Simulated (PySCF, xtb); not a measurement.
C₂H₄ClNSi, SMILES N#CC[SiH2]Cl. One conformer was computed; it need not be the lowest.

Harmonic wavenumbers (cm⁻¹) from xtb 6.7.1 with GFN2-xTB at its own minimum, in rising order: 42, 120, 187, 374, 438, 494, 513, 571, 667, 723, 764, 776, 1014, 1079, 1183, 1408, 2278, 2308, 2403, 2967, 2984.

Problem. What does B3LYP-D3(BJ)/def2-SVP (PySCF) give at its own minimum? (An estimate is asked for; the answer gives what the named calculation found.)

Solution. 57, 125, 209, 375, 460, 536, 562, 674, 688, 788, 899, 955, 974, 1159, 1192, 1405, 2253, 2271, 2378, 3040, 3098. Paired by order, the mean absolute difference is 51 cm⁻¹ and the zero-point energies are 33.3 and 34.5 kcal/mol.
